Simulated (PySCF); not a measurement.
Species: C5H10OS2.
Geometry (GFN2-xTB, Å), atoms numbered from 1 in this order:
```xyz
18
C5H10OS2 angstrom
O      0.0943    1.2405    2.1965
S      0.5051   -0.1507    2.0092
C      1.7456   -0.1187    0.6303
C      1.2178    0.7376   -0.5018
C      0.0006    0.1037   -1.1731
C     -1.1569   -0.0306   -0.1925
S     -2.6416   -0.7306   -1.0444
C     -0.8202   -0.9335    0.9689
H      2.6571    0.3035    1.0511
H      1.9255   -1.1505    0.3366
H      0.9380    1.7095   -0.0855
H      2.0022    0.8995   -1.2447
H     -0.3085    0.7248   -2.0170
H      0.2587   -0.8843   -1.5644
H     -1.4477    0.9491    0.1986
H     -2.8417    0.3120   -1.8471
H     -0.4525   -1.9063    0.6488
H     -1.6845   -1.0684    1.6190
```

The closed-shell SCF was solved with PySCF and density fitting under several settings on one GFN2-xTB geometry (grid level 2 and gas phase unless stated).

```
                                     settings  basis functions  SCF cycles      E (Eh)  HOMO (eV)  LUMO (eV)  dipole (D)
mPW1PW91/6-31++G**, energy threshold 1e-08 Eh              212          10  -1068.0773      -6.87      -0.42        3.28
            KT2/def2-SVPD, level shift 0.1 Eh              257          12  -1078.4784      -5.70      -0.96        3.05
```

Task: Estimate the row for these settings: HSE06/pcSseg-1.

Result: 
| settings | basis functions | SCF cycles | E (Eh) | HOMO (eV) | LUMO (eV) | dipole (D) |
| --- | --- | --- | --- | --- | --- | --- |
| HSE06/pcSseg-1 | 200 | 15 | -1067.5137 | -6.40 | -0.07 | 3.10 |

Task: Over all rows, what range does the HOMO–LUMO gap span?

Result: From 4.74 eV (KT2/def2-SVPD, level shift 0.1 Eh) to 6.45 eV (mPW1PW91/6-31++G**, energy threshold 1e-08 Eh). The functional of the narrowest has no exact exchange, that of the widest 25 % exact exchange.

Task: And the dipole moment?

Result: From 3.05 D (KT2/def2-SVPD, level shift 0.1 Eh) to 3.28 D (mPW1PW91/6-31++G**, energy threshold 1e-08 Eh); the largest is 1.08 times the smallest, and the median is 3.10 D.

Whole jobs, the steps after the SCF included, on an Intel Xeon Platinum 8375C at 2.90 GHz with one thread, shared host:

```tsv
settings	work after the SCF	wall time	peak memory
mPW1PW91/6-31++G**, energy threshold 1e-08 Eh	spin–spin couplings from 15 perturbed nuclei, spin–dipole term left out	47 s	0.94 GiB
KT2/def2-SVPD, level shift 0.1 Eh	6 singlets by TDA, 2 Tamm–Dancoff triplets, polarisability	59 s	0.75 GiB
HSE06/pcSseg-1	shieldings, ring-centre shieldings, charges and field gradients	67 s	1.1 GiB
```

Cycle counts include a coarse-grid stage where the run had one. All basis functions are spherical, in the Pople sets too. KT2 was designed for NMR shieldings or shifts; total energies of different functionals aren't comparable.

One conformer stands for the species.
